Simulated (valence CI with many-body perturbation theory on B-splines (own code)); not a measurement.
**E1 line list for Ho17+**

Computed by valence CI with perturbative core correlation (CI+MBPT): four valence electrons over a frozen Dirac-Fock core [Kr] 4d10, radial functions for each j: 7 s, 7 p, 7 d, 7 f, 4 g, 2 h, with the one-electron correlation potential Σ1 (screened to all orders), the two-electron term Σ2, the three-electron term Σ3, Breit, model QED; selected single and double excitations, second order for the rest, scaled by the run's own slope (own B-spline code, finite nucleus).

No measured spectrum was set against this ion. As an estimate, terms of the open shell hold to a few per cent of their energy, and close levels can change places.

Lines 101 to 150 of 411 in falling wavelength, among levels below 436860 cm⁻¹, chosen from the strongest by gf and those to the six lowest levels. Wavelengths and rates use the calculated energies, so an error of 2000 cm⁻¹ moves a line at 56.17 nm by 1.1 % and its rate by three times that or more. Electric multipoles are in the length gauge, E1 and E2 with the static RPA response of the core. Weak lines are less certain than strong ones. Lines between different terms over intervals too small for the method are left out, as are lines whose strength nearly cancels. Where a level lies close to another of its J and parity, the split of strength between their lines is uncertain. The highest levels of a list are the least certain.

Names give the largest LS component (configuration and term), which can be under half, so a name can repeat, a term be missing and a line seem to break the LS rules; names also repeat where a configuration has a term twice. Letters in brackets count levels of one name in rising energy.

```csv
λ vac (nm),Upper,Lower,A (s⁻¹),S (a.u.) with core polarisation,S without
56.17,4f³5p ⁵K_5,4f³5s ³G°_5 [c],4.94e+05,4.75e-04,6.13e-04
56.17,4f³5s ³F°_4 [b],4f⁴ ³F_4 [c],7.90e+04,6.22e-05,6.17e-05
56.16,4f³5s ³I°_6 [b],4f⁴ ³I_6 [a],2.89e+04,3.28e-05,3.37e-05
56.16,4f³5s ⁵I°_8,4f⁴ ⁵I_7,3.93e+01,5.85e-08,5.92e-08
56.12,4f³5s ¹K°_7,4f⁴ ³L_8,1.35e+04,1.76e-05,1.74e-05
56.12,4f³5s ³H°_6 [a],4f⁴ ⁵F_5,2.25e+04,2.55e-05,2.75e-05
56.08,4f³5s ¹K°_7,4f⁴ ³M_8,2.38e+04,3.10e-05,3.12e-05
55.89,4f³5p ⁵K_6,4f³5s ³H°_5,1.06e+05,1.19e-04,1.54e-04
55.88,4f³5s ³G°_5 [c],4f⁴ ³G_5 [a],5.57e+04,5.27e-05,4.91e-05
55.84,4f³5s ³D°_3 [c],4f⁴ ³F_4 [b],6.02e+04,3.62e-05,3.42e-05
55.77,4f³5s ³H°_5,4f⁴ ¹G_4 [a],2.68e+04,2.53e-05,2.65e-05
55.69,4f³5s ³G°_5 [d],4f⁴ ¹G_4 [b],3.91e+04,3.67e-05,3.56e-05
55.51,4f³5p ⁵K_6,4f³5s ¹I°_6,4.07e+05,4.46e-04,5.76e-04
55.42,4f³5s ³F°_2 [c],4f⁴ ³F_2 [c],1.20e+05,5.05e-05,4.99e-05
55.40,4f³5s ³H°_6 [b],4f⁴ ³H_5 [b],2.88e+04,3.14e-05,3.29e-05
55.29,4f³5s ³I°_5 [b],4f⁴ ³I_5 [a],3.02e+04,2.77e-05,2.78e-05
55.15,4f³5s ³L°_8,4f⁴ ³M_9,2.32e+04,3.26e-05,3.13e-05
55.11,4f³5p ⁵K_5,4f³5s ³I°_5 [b],9.38e+05,8.52e-04,1.10e-03
55.11,4f³5s ³G°_3 [b],4f⁴ ³G_3 [a],4.86e+04,2.81e-05,2.61e-05
54.94,4f³5s ³H°_5,4f⁴ ⁵D_4,1.76e+04,1.59e-05,1.68e-05
54.92,4f²5s² ³H_5,4f³5s ³I°_6 [b],2.24e+04,2.01e-05,1.65e-05
54.89,4f³5s ³I°_7 [b],4f⁴ ³I_7 [a],1.95e+04,2.39e-05,2.43e-05
54.72,4f³5s ⁵G°_2,4f⁴ ⁵F_1,4.94e+04,2.00e-05,1.96e-05
54.69,4f³5s ¹H°_5 [b],4f⁴ ¹H_5 [a],3.49e+04,3.09e-05,3.02e-05
54.58,4f³5s ⁵G°_6,4f⁴ ³H_5 [a],1.77e+04,1.85e-05,1.90e-05
54.53,4f³5p ⁵I_5,4f³5s ¹I°_6,2.57e+05,2.26e-04,2.92e-04
54.39,4f³5p ⁵I_5,4f³5s ³H°_4 [b],1.08e+05,9.45e-05,1.22e-04
54.38,4f³5s ⁵G°_3,4f⁴ ⁵F_2,4.32e+04,2.40e-05,2.46e-05
54.33,4f³5s ³H°_6 [b],4f⁴ ¹I_6 [a],1.80e+04,1.85e-05,1.82e-05
54.28,4f³5s ³L°_9,4f⁴ ³M_10,4.24e+04,6.37e-05,5.90e-05
54.25,4f³5s ⁵G°_5,4f⁴ ⁵F_4 [b],2.86e+04,2.48e-05,2.56e-05
54.15,4f³5s ⁵G°_4,4f⁴ ⁵F_3,6.06e+04,4.28e-05,4.49e-05
54.15,4f³5p ⁵K_6,4f³5s ³I°_7 [b],6.84e+04,6.97e-05,8.97e-05
54.11,4f³5s ³K°_6,4f⁴ ³K_6 [a],1.90e+04,1.93e-05,1.84e-05
54.08,4f³5s ³D°_3 [b],4f⁴ ⁵D_4,2.90e+04,1.58e-05,1.59e-05
54.02,4f³5s ³K°_8,4f⁴ ³K_8 [a],2.22e+04,2.94e-05,2.92e-05
54.01,4f³5p ³H_4,4f³5s ³G°_5 [c],2.16e+05,1.51e-04,1.95e-04
53.83,4f³5p ⁵K_6,4f³5s ³L°_7,4.06e+05,4.06e-04,5.24e-04
53.71,4f³5s ³G°_5 [c],4f⁴ ³H_6 [a],1.72e+04,1.45e-05,1.55e-05
53.44,4f²5s² ³H_6,4f³5s ³I°_7 [b],3.34e+04,3.28e-05,2.77e-05
53.43,4f³5s ³F°_2 [a],4f⁴ ⁵F_1,5.81e+02,2.19e-07,2.21e-07
53.42,4f³5p ⁵K_5,4f³5s ³G°_4 [b],5.38e+04,4.46e-05,5.72e-05
53.23,4f³5s ¹H°_5 [b],4f⁴ ¹I_6 [a],3.34e+04,2.74e-05,2.82e-05
53.22,4f³5s ³I°_7 [a],4f⁴ ⁵I_8,1.51e+02,1.68e-07,1.55e-07
53.19,4f³5s ³F°_3 [b],4f⁴ ³F_4 [b],3.87e+04,2.01e-05,1.90e-05
53.05,4f³5p ⁵K_6,4f³5s ³G°_5 [c],1.72e+05,1.65e-04,2.12e-04
53.04,4f³5s ¹G°_4 [c],4f⁴ ¹G_4 [b],7.21e+04,4.78e-05,4.52e-05
53.02,4f³5p ³H_4,4f³5s ³I°_5 [b],2.63e+05,1.74e-04,2.25e-04
52.91,4f³5s ³G°_4 [c],4f⁴ ³H_5 [c],2.62e+04,1.72e-05,1.63e-05
52.83,4f³5p ⁵K_5,4f³5s ³G°_5 [b],3.42e+04,2.74e-05,3.54e-05
```
